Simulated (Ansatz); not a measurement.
[ReOF4]- (ReOF4⁻). The state is a singlet with charge -1. Geometry PBE0-D4/def2-SVPD, basis def2-TZVPD, Ansatz.

```csv
atom,x (Å),y (Å),z (Å)
Re1,0.083,-0.029,-0.160
O2,0.843,-0.292,-1.618
F3,-0.453,1.820,0.019
F4,1.363,0.468,1.202
F5,-0.013,-1.658,0.876
F6,-1.823,-0.309,-0.318
```

```csv
run,HOMO (eV),LUMO (eV)
A,-3.53,4.91
B,1.11,2.43
C,-0.01,2.75
D,-0.63,2.90
E,0.71,2.43
F,-0.84,3.19
```

In the def2 sets Re takes a core potential; there is no spin–orbit coupling. B3LYP takes the VWN-RPA correlation.

Problem. The runs used B3LYP, PBE0, r2SCAN, r2SCANh, revPBE, ωB97X-V. Estimate which is which.

Solution. A ωB97X-V (range-separated); B revPBE (0 % exact exchange); C r2SCANh (10 % exact exchange); D B3LYP (20 % exact exchange); E r2SCAN (0 % exact exchange); F PBE0 (25 % exact exchange). Exact exchange lowers occupied and raises empty levels; among semilocal functionals meta-GGAs tend to open the gap a little, and such runs are hard to tell apart. The gap grows from 1.32 eV (revPBE) to 8.44 eV (ωB97X-V). At revPBE-D4/def2-TZVPD, r2SCAN-D4/def2-TZVPD the highest occupied level of the charge -1 singlet lies above zero (up to 1.11 eV). By energy differences its removal costs 3.06 eV (vertical, to the charge 0 doublet, at PBE0-D4/def2-TZVPD), and other spins of that charge weren't run.
